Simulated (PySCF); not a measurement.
Species: C4H12BOPSi.
SMILES with atom numbers: `[BH3-:1][P@+:2]1([CH3:3])[C:4]([SiH3:5])=[C:6]1[O:7][CH3:8]`

Cartesian coordinates in Å at the PBE0-D3(BJ)/def2-SVP level; atoms count from 1:
```xyz
20
C4H12BOPSi angstrom
B     -2.175   -0.529   -1.102
P     -0.714   -0.357    0.114
C     -0.667   -1.577    1.471
C      0.206    1.144    0.543
Si     0.158    2.813    1.354
C      0.894    0.307   -0.230
O      2.046    0.210   -0.845
C      2.218   -0.926   -1.682
H     -2.070   -1.690   -1.486
H     -3.162   -0.357   -0.398
H     -2.006    0.313   -1.967
H     -0.693   -2.590    1.044
H      0.226   -1.449    2.096
H     -1.573   -1.447    2.083
H      1.399    3.022    2.158
H     -1.032    2.876    2.250
H      0.063    3.886    0.320
H      3.232   -0.860   -2.092
H      2.113   -1.856   -1.103
H      1.484   -0.919   -2.502
```

The computed photoelectron lines, unassigned: B 1s: 193.05 eV; C 1s: 289.99 (area 1), 290.84 (area 1), 292.32 (area 1), 292.99 (area 1) eV; O 1s: 539.74 eV; Si 1s: 1846.64 eV; Si 2p3/2: 106.85 eV; P 1s: 2150.82 eV; P 2p3/2: 137.11 eV.

Theory: delta-SCF UKS SCAN, pcX-2 on the ionised atom, pcseg-1 elsewhere, spin-free X2C in PySCF. One conformer (not necessarily the lowest) at the PBE0-D3(BJ)/def2-SVP geometry, without solvent, vibrations or thermal averaging.

Order the carbon atoms by C 1s binding energy.

289.99 eV: C4 (fully substituted alkene carbon); 290.84 eV: C3 (sp3 carbon bound to phosphorus); 292.32 eV: C6 (vinylic carbon bearing oxygen); 292.99 eV: C8 (methoxy carbon). Lowest listed C 1s: C4, bonded to C (double bond), P and Si. Highest, 3.00 eV above it: C8, bonded to O and 3 H. Summing the Pauling electronegativity differences to the bonded atoms, each weighted by its formal bond order, gives -1.01 for the lowest site and -0.16 for the highest; the largest sum, +0.53, belongs to C6, 0.67 eV below the top. The smallest sum, -1.41, belongs to C3, 0.85 eV above the lowest.

Bonded neighbours of each site: B1: 3 H and P; P2: 3 C and B; C3: 3 H and P; C4: C (double bond), P and Si; Si5: C and 3 H; C6: O, C (double bond) and P; O7: 2 C; C8: O and 3 H.

What is the C 1s shift of C4 against C6?

289.99 − 292.32 = -2.33 eV, or -225 kJ/mol.

For 2p shells one spin-free hole was relaxed; a mean-field spin–orbit operator and the ground-state splitting of the three 2p orbitals were then diagonalised within the shell. The shell's mean is (2 × 2p3/2 + 2p1/2)/3, and the degeneracies 2j + 1 give areas of 2:1. 2p1/2 minus 2p3/2 (ligand field included): P 0.89 eV, Si 0.62 eV.
